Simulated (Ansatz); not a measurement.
One change: `C=CC1=C[SiH2]1` becomes `FC1=C[SiH2]1`.

Ansatz, PBE0-D4/def2-TZVP geometries, multiplicity 1. Each molecule was computed in one conformer, which needn't be the lowest.

```json
{"property": "HOMO–LUMO gap (ωB97M-V/def2-TZVPP) / eV", "`C=CC1=C[SiH2]1`": "10.19"}
{"property": "HOMO–LUMO gap (B3LYP/def2-TZVPP) / eV", "`C=CC1=C[SiH2]1`": "5.60"}
{"property": "HOMO–LUMO gap (PBE0/def2-TZVPP) / eV", "`C=CC1=C[SiH2]1`": "6.02"}
{"property": "size of the dipole moment (ωB97M-V/def2-TZVPP) / D", "`C=CC1=C[SiH2]1`": "0.62"}
{"property": "HOMO–LUMO gap (PBE/def2-TZVPP) / eV", "`C=CC1=C[SiH2]1`": "4.07"}
{"property": "LUMO energy (PBE0/def2-TZVPP) / eV", "`C=CC1=C[SiH2]1`": "-1.17"}
```

(1) What does the change do to each property? (Best estimate.)

Results:

(1) Computed: 
| property | `FC1=C[SiH2]1` | shift |
| --- | --- | --- |
| HOMO–LUMO gap (ωB97M-V/def2-TZVPP) / eV | 11.64 | 1.45 |
| HOMO–LUMO gap (B3LYP/def2-TZVPP) / eV | 7.24 | 1.64 |
| HOMO–LUMO gap (PBE0/def2-TZVPP) / eV | 7.71 | 1.69 |
| size of the dipole moment (ωB97M-V/def2-TZVPP) / D | 1.37 | 0.75 |
| HOMO–LUMO gap (PBE/def2-TZVPP) / eV | 5.67 | 1.60 |
| LUMO energy (PBE0/def2-TZVPP) / eV | -0.36 | 0.81 |

With PBE0 the HOMO falls by 0.88 eV and the LUMO rises by 0.81 eV, so the gap widens by about 1.69 eV. PBE moves the HOMO by -0.64 eV and ωB97M-V by -1.00 eV. The zero-point energy changes by -106.8 kJ/mol with -12 modes. Dipoles are sizes alone; their direction can turn.

B3LYP here is the variant with VWN-RPA as its local correlation; programs differ in this.
